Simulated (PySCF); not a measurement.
Problem. Give a PBE0-D3(BJ)/def2-SVP geometry of `F[B@-]1(Br)[PH2+][B@H-](Br)[PH2+]1`.

Solution. 
```
atom  x, y, z in Å
F1    -1.5209    1.3831   -1.5360
B2    -0.8956    0.7492   -0.5215
Br3   -1.7095    0.9690    1.2920
P4     1.0947    1.0047   -0.2919
B5     1.2951   -0.9186    0.1464
Br6    2.8557   -1.8650   -0.6061
P7    -0.4639   -1.2137   -0.7202
H8     1.7599    1.3488   -1.4942
H9     1.5612    1.9770    0.6231
H10    1.1345   -1.0367    1.3413
H11   -1.3552   -2.1682   -0.1774
H12   -0.3334   -1.6259   -2.0690
```

Orientation and origin are arbitrary. Atoms count from 1 in this order. The 4 B–P bonds span 1.983 Å (P4–B5, drawn single) to 2.020 Å (B2–P4, drawn single), a spread of 0.037 Å. The 4-membered ring B2–P4–B5–P7 has internal angles of 85.6° to 90.1°; it is puckered, 0.17 Å rms from its mean plane, widest ring torsion 19°. P4 (phosphorus bonded to 2 B and 2 H) has angles from 90.1° to 119.4°. The 2 B–Br bonds span 1.974 Å (B5–Br6, drawn single) to 2.000 Å (B2–Br3, drawn single), a spread of 0.026 Å.

Bonds between heavy atoms (Å): F1–B2 1.350, B2–Br3 2.000, B2–P4 2.020, P4–B5 1.983, B5–Br6 1.974, B5–P7 1.983, B2–P7 2.020.

Computed, not measured: PBE0-D3(BJ)/def2-SVP geometry optimisation, gas phase (PySCF 2.14.0).

Point group: Cs (every atom within 0.08 Å of its image). PBE0-D3(BJ)/def2-SVP frequencies: not computed here. One conformer, not necessarily the lowest (F1–B2–P4–B5 -140°, B2–P4–B5–Br6 139°, P4–B5–P7–B2 -19°, F1–B2–P7–B5 140°).

The run took about 11 min of CPU time (one thread, shared machine). These figures are those of the optimisation.
